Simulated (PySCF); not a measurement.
C$_{7}$H$_{8}$, triplet (typed; the unrestricted solution is spin-contaminated), at a GFN2-xTB geometry (a higher spin typed on purpose: for a closed-shell molecule this is an excited state). Base run: HF/STO-3G (PySCF).

Input for PySCF:
```python
from pyscf import gto, scf

mol = gto.Mole()
mol.atom = '''
    C    -2.413297   -0.079882    0.187036
    C    -0.937695   -0.089738   -0.011156
    C    -0.168304   -1.210446    0.067495
    C     1.242284   -1.127781    0.061872
    C     1.886705    0.141110    0.071790
    C     1.158831    1.279019   -0.021237
    C    -0.247979    1.155950   -0.384862
    H    -2.680787    0.602032    0.995406
    H    -2.784525   -1.074056    0.423258
    H    -2.911963    0.278713   -0.715536
    H    -0.632728   -2.168239    0.264307
    H     1.823433   -2.013461    0.263555
    H     2.952021    0.182461    0.252849
    H     1.607229    2.256205    0.073009
    H    -0.495945    1.526949   -1.382478
'''
mol.basis = 'sto-3g'
mol.charge = 0
mol.spin = 2
mol.verbose = 4
mol.build()

mf = scf.UHF(mol)
mf.kernel()
mf.analyze()
```

Each row names what was changed in the base input (with any setting that the change needs).

```tsv
change	ΔE vs base (mEh)	SCF cycles	<S^2>
base	0.000	15	2.595
level_shift = 1.0 (with mf.max_cycle = 100)	0.000	30	2.595
conv_tol = 1e-6	0.000	12	2.595
conv_tol = 1e-4	0.007	9	2.593
solver = newton; init_guess = 1e	0.000	-	2.595
damp = 0.5; diis_start_cycle = 5	0.000	16	2.595
diis = off (with mf.max_cycle = 100)	0.000	38	2.595
diis = off; damp = 0.3 (with mf.diis_start_cycle = 200; with mf.max_cycle = 150)	0.000	53	2.595
diis_space = 20	0.000	15	2.595
conv_tol = 1e-7	0.000	13	2.595
level_shift = 0.5 (with mf.max_cycle = 100)	0.000	22	2.595
diis_space = 4	0.000	17	2.595
level_shift = 0.3 (with mf.max_cycle = 100)	0.000	19	2.595
```

Open shells are given as the SCF converged; they aren't shown to be the lowest states, and a large step between rows can be another state.
